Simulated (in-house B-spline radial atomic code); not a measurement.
Configurations of K6+, with energies counted from [Ne] 3s2 3p1. Method: Dirac-Hartree-Fock, average of configuration, Fermi nucleus of rms radius 3.4349 fm. Calculated with a B-spline radial code for spherical atoms. Energies include first-order Breit, QED and recoil terms.

Occupations are held fixed; configurations that lie above the ionisation limit could autoionise.

```tsv
configuration	E - E(ref) (eV)	highest orbital	its <r> (bohr)
[Ne] 3s2 4p1	61.144	4p3/2	2.47
[Ne] 3s1 3p1 4d1	87.283	4d5/2	2.651
[Ne] 3s2 6d1	96.863	6d5/2	6.772
[Ne] 3s2 7s1	99.826	7s1/2	8.48
[Ne] 3s1 3p1 5f1	106.58	5f7/2	4.39
[Ne] 3s1 3p1 6d1	113.85	6d5/2	6.767
[Ne] 3s1 3p1 7f1	119.91	7f7/2	9.49
```

(1) Order these further configurations by energy, lowest first.
A. [Ne] 3s2 4f1
B. [Ne] 3s1 3p1 6f1
C. [Ne] 3s2 6p1
D. [Ne] 3s2 7g1
E. [Ne] 3s1 3p1 7g1

(2) How far above the reference does [Ne] 3s2 5g1 lie?

(3) How far above the reference does [Ne] 3s1 3p2 lie?

(4) How far above the reference does [Ne] 3s2 7p1 lie?

Answers

(1) A (74.358 eV), C (94.533 eV), D (103.08 eV), B (114.9 eV), E (120.08 eV).

(2) 90.011 eV; its least bound orbital is 5g9/2 with <r> = 3.918 bohr.

(3) 18.242 eV; its least bound orbital is 3p3/2 with <r> = 1.164 bohr.

(4) 100.86 eV; its least bound orbital is 7p3/2 with <r> = 8.896 bohr.
